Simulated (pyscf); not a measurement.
PySCF, gas phase, ωB97X-D3(BJ)/def2-SVP geometries.

Question: For the elementary gas-phase step F–Ge(F)(F)–Ge(F)(F)–F → F–Ge(F)(F)–F + F–Ge:–F [singlet] (singlet surface; F–Ge, Ge–Ge broken, F–Ge formed), what barrier and reaction energy does ωB97M-D3(BJ)/def2-TZVP give, measured from the reactant's lowest minimum found?

Answer: ΔE‡ = 26.6 kcal/mol, ΔE = +8.1 kcal/mol. Zero-point energy shifts the barrier by -0.5 kcal/mol. It is a 1,1-elimination, with an imaginary mode of 124i cm⁻¹. On the product side the descent ends in an adduct with a F–Ge, F–Ge contact (not fully relaxed), 9.8 kcal/mol under the separated species and 21.7 kcal/mol under the saddle at ωB97X-D3(BJ)/def2-TZVP. What is counted as broken (F–Ge) persists as a longer contact in the product adduct; parting that adduct is a step of its own. At ωB97X-D3(BJ) the barrier from the zero used here is 29.5 kcal/mol. This is the saddle that the search found; another between the same sides may lie lower. Elements up to Kr have no core potential and no relativistic terms here.
